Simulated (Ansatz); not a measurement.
CHBr2Cl, SMILES `ClC(Br)Br`. The species carries charge 0 and has multiplicity 1. All single points use the PBE0-D4/def2-TZVP geometry.

```xyz
5

Cl   -1.500   -0.423    0.810
C    -0.061    0.101   -0.036
Br    1.407    0.398    1.178
Br    0.424   -1.127   -1.440
H    -0.270    1.052   -0.511
```

**Question.** What is the dipole moment at r2SCAN/def2-TZVPP? (An estimate is asked.)

**Answer.** Computed: 0.98 D, with components (-0.26, 0.85, -0.40) D in this frame, pointing from negative to positive charge.

**Question.** And with PBE, B3LYP, ωB97M-V? (An estimate is asked.)

**Answer.** Ansatz gave: PBE 0.91 D, B3LYP 0.95 D, ωB97M-V 0.96 D.

**Question.** Give the Mulliken charges with r2SCAN, B3LYP, PBE in def2-TZVPP. (Estimate.)

**Answer.** Ansatz gave: 
```
atom  r2SCAN  B3LYP    PBE
 Cl1   -0.05  -0.05  -0.04
  C2   -0.01  -0.08  -0.08
 Br3   -0.04  -0.03  -0.03
 Br4   -0.04  -0.03  -0.03
  H5    0.15   0.19   0.19
```

B3LYP here is the variant with VWN-RPA as its local correlation; programs differ in this.
